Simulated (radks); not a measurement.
Species: Ho4+. Configuration: [Xe] 4f9.

Method: scalar-relativistic Kohn-Sham, PBE, spin-unpolarised, spherical densities, finite nucleus; Fermi nuclear charge, rms radius 5.2022 fm; computed with a radial shooting solver on a logarithmic mesh with Libxc functionals.

Energy parts (hartree):
part                       energy
total                 -12611.8801
kinetic                13637.6157
electron-nucleus      -30781.5224
Hartree                 4800.3524
exchange-correlation    -268.3258

Orbitals (lengths in bohr, moments of r in powers of bohr):
orbital	occ.	eigenvalue (hartree)	<r^4>
1s	2	-2041.108	9.255e-07
2s	2	-343.1096	0.0001447
2p	6	-304.2226	0.0001095
3s	2	-78.25459	0.005497
3p	6	-66.36824	0.005794
3d	10	-51.27577	0.004565
4s	2	-17.08581	0.1328
4p	6	-13.16198	0.1743
4d	10	-7.85670	0.2670
5s	2	-3.57341	4.097
5p	6	-2.58812	7.316
4f	9	-2.04484	1.170

The highest occupied level is 4f at -55.643 eV. The density falls to 0.001 e/bohr^3 at r = 3.01 bohr. The electron density at the nucleus is 8.474e+05 e/bohr^3 (large components only).
